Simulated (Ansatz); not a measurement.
Isolated molecules relaxed with PBE0-D4/def2-TZVP in Ansatz; ΔE leaves out vibrations. CCSD(T)/CBS is the MP2 limit (def2-TZVPP, def2-QZVPP) plus CCSD(T) − MP2 in def2-TZVPP, frozen cores. DFT in def2-TZVPP. Elements past krypton have def2 core potentials. For Ge, In outer-core shells are correlated without core-valence functions, which leaves a few kJ/mol of doubt a bond. Scalar relativity is left out up to krypton. One conformer a species, not always the lowest.

Consider the redistribution: `[CH3][Ge]([Cl])([Cl])[Cl]` + `[CH3][InH][SH]` → `[SH][Ge]([Cl])([Cl])[Cl]` + `[CH3][InH][CH3]`.

| level | ΔE (kJ/mol) |
| --- | --- |
| B97M-V | 94.6 |
| r2SCAN0-D4 | 95.8 |
| CAM-B3LYP-D4 | 92.7 |
| CCSD/def2-SVP | 93.8 |

Q: What does CCSD(T)/CBS give? (An estimate is asked.)

A: The calculation gave: +94.3 kJ/mol. The listed levels differ from it by 0.3, 1.5, -1.6, -0.5 kJ/mol.

Largest T1 diagnostic among the species: 0.013.

Leaving LDA and LC-ωPBE aside and taking each functional with its dispersion term where it has one, the values, not all of them listed here, spread over 10.6 kJ/mol, from revPBE-D4 to r2SCAN0-D4. In def2-TZVPP, CCSD(T) changes the Hartree–Fock value by −11.5 kJ/mol (the triples alone add −1.6 kJ/mol) and MP2 by −12.2 kJ/mol. From BLYP to BHLYP (50 % exact exchange), in def2-TZVPP and without D4, ΔE moves by +6.8 kJ/mol.
